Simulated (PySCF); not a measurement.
Isomers of C5H7F3.

All values: wB97X-D/def2-SVPD (PySCF) at PBE0-D3(BJ)/def2-SVP geometries, gas phase, one conformer each. Core orbitals are frozen in the response; Δα² is half the sum of the squared differences of the principal polarisabilities.

Question: Rank by vertical ionisation energy (ΔSCF), lowest first.
A. `[F:1][C@@H:2]1[CH2:3][CH2:4][CH2:5][C:6]1([F:7])[F:8]` with F1–C2–C3–C4 -73°, C2–C3–C4–C5 -28°, C3–C4–C5–C6 3°, C4–C5–C6–F7 147°
B. `[CH3:1]/[C:2](=[CH:3]\[CH:4]([F:5])[F:6])[CH2:7][F:8]` with C2–C3–C4–F5 -61°, C1–C2–C7–F8 180°
C. `[F:1][CH2:2][C:3]([F:4])([F:5])[CH:6]1[CH2:7][CH2:8]1` with F1–C2–C3–F4 -175°, C2–C3–C6–C7 -157°

Answer: B (9.87 eV), C (11.06 eV), A (11.36 eV).

Question: Rank by HOMO energy, highest first.
A. `[CH3:1]/[C:2](=[CH:3]\[CH:4]([F:5])[F:6])[CH2:7][F:8]` with C2–C3–C4–F5 -61°, C1–C2–C7–F8 180°
B. `[F:1][C@@H:2]1[CH2:3][CH2:4][CH2:5][C:6]1([F:7])[F:8]` with F1–C2–C3–C4 -73°, C2–C3–C4–C5 -28°, C3–C4–C5–C6 3°, C4–C5–C6–F7 147°
C. `[F:1][CH2:2][C:3]([F:4])([F:5])[CH:6]1[CH2:7][CH2:8]1` with F1–C2–C3–F4 -175°, C2–C3–C6–C7 -157°

Answer: A (-9.64 eV), C (-10.78 eV), B (-11.04 eV).

Question: Rank by HOMO–LUMO gap, lowest first.
A. `[F:1][C@@H:2]1[CH2:3][CH2:4][CH2:5][C:6]1([F:7])[F:8]` with F1–C2–C3–C4 -73°, C2–C3–C4–C5 -28°, C3–C4–C5–C6 3°, C4–C5–C6–F7 147°
B. `[CH3:1]/[C:2](=[CH:3]\[CH:4]([F:5])[F:6])[CH2:7][F:8]` with C2–C3–C4–F5 -61°, C1–C2–C7–F8 180°
C. `[CH3:1]/[C:2](=[CH:3]/[CH:4]([F:5])[F:6])[CH2:7][F:8]` with C2–C3–C4–F5 -141°, C1–C2–C7–F8 175°
D. `[F:1][CH2:2][C:3]([F:4])([F:5])[CH:6]1[CH2:7][CH2:8]1` with F1–C2–C3–F4 -175°, C2–C3–C6–C7 -157°

Answer: B (10.82 eV), C (11.06 eV), D (13.19 eV), A (13.33 eV).

All values together:

```json
{"SMILES": "FCC(F)(F)C1CC1", "μ (D)": "1.85", "HOMO (eV)": "-10.78", "LUMO (eV)": "2.42", "α (Å³)": "8.87", "Δα (Å³)": "1.50", "ΔSCF removal energy (eV)": "11.06"}
{"SMILES": "C/C(=C\\C(F)F)CF", "μ (D)": "1.56", "HOMO (eV)": "-9.64", "LUMO (eV)": "1.18", "α (Å³)": "9.54", "Δα (Å³)": "3.54", "ΔSCF removal energy (eV)": "9.87"}
{"SMILES": "C/C(=C/C(F)F)CF", "μ (D)": "4.27", "HOMO (eV)": "-9.75", "LUMO (eV)": "1.30", "α (Å³)": "9.65", "Δα (Å³)": "3.96", "ΔSCF removal energy (eV)": "9.99"}
{"SMILES": "F[C@@H]1CCCC1(F)F", "μ (D)": "2.55", "HOMO (eV)": "-11.04", "LUMO (eV)": "2.29", "α (Å³)": "8.64", "Δα (Å³)": "0.78", "ΔSCF removal energy (eV)": "11.36"}
```

Conformers: `[F:1][CH2:2][C:3]([F:4])([F:5])[CH:6]1[CH2:7][CH2:8]1` with F1–C2–C3–F4 -175°, C2–C3–C6–C7 -157°; `[CH3:1]/[C:2](=[CH:3]\[CH:4]([F:5])[F:6])[CH2:7][F:8]` with C2–C3–C4–F5 -61°, C1–C2–C7–F8 180°; `[CH3:1]/[C:2](=[CH:3]/[CH:4]([F:5])[F:6])[CH2:7][F:8]` with C2–C3–C4–F5 -141°, C1–C2–C7–F8 175°; `[F:1][C@@H:2]1[CH2:3][CH2:4][CH2:5][C:6]1([F:7])[F:8]` with F1–C2–C3–C4 -73°, C2–C3–C4–C5 -28°, C3–C4–C5–C6 3°, C4–C5–C6–F7 147°.
